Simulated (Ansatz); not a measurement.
A structure relaxed at r2SCAN-D4/def2-SVP in Ansatz, charge 1, doublet:

Cartesian coordinates in Å:
```
Ta 1.011 -0.295 -0.710
Ta -0.584 0.672 0.841
S 0.411 -1.373 1.315
S -0.837 0.996 -1.446
```

(1) Give its formula and point group.

(2) Summarise the bond lengths by kind (pairs closer than 1.2 times the sum of covalent radii, bridged metal pairs left out).

Results:

(1) the cluster Ta2S2⁺. Point group C2v (tolerance 0.1 Å).

(2) 4 × S–Ta 2.32 to 2.37 Å.

In the def2 sets Ta takes a core potential; there is no spin–orbit coupling. The charge 1 doublet is spin-contaminated (final ⟨S²⟩ up to 1.27, 0.75 for a pure state). Another isomer (doublet) lies 0.08 eV lower at PBE0-D4/def2-TZVP; other spin states weren't run for this one.
